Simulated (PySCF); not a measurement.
**Correlation energy of Kr²⁺ (krypton, charge +2)**

[Ar] 3d10 4s1 4p4 4d1, one real determinant (an excited configuration). All numbers are calculated (PySCF 2.14, scalar relativity through the core potential, in aug-cc-pVDZ-PP with ECP10MDF (5s4p3d, 32 functions)). Frozen: 3s2 3p6 3d10; 6 electrons correlated.

```tsv
level	correlation energy (mhartree)
CCSD	-109.96
(T)	-6.39
CCSD(T)	-116.35
CCSDT	-121.64
```

Diagnostics: T1 = 0.0073, D1 = 0.0180, largest double amplitude 0.289.

Task: Is a single reference adequate?

Result: Not fully. The real determinant used has ⟨L²⟩ near 8 against 12 for a pure F term, so it mixes terms. The outer electron is Rydberg-like, and this basis confines it to a smaller radius and binds it less than a complete one would. A double-excitation amplitude exceeds 0.15, a sign of near-degeneracy.

The reference is one real determinant that mixes LS terms of this configuration.
